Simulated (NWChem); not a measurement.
System: SiH₃I; SMILES [SiH3]I

All runs: NWChem. def2 effective core potentials on I; no spin-orbit coupling. The level has its own optimisation; frequencies are unscaled.

**Question.** Estimate the computed values for PBE0/def2-SVP (core potentials). Quantities: r I–Si (Å); r H–Si (Å); highest harmonic frequency (cm⁻¹); lowest (cm⁻¹); zero-point energy (kcal/mol).

**Answer.** The r I–Si (Å) is 2.449 and the r H–Si (Å) comes out as 1.489. The highest harmonic frequency (cm⁻¹) is 2265 and the lowest (cm⁻¹) is 366. The zero-point energy (kcal/mol) is 15.9.
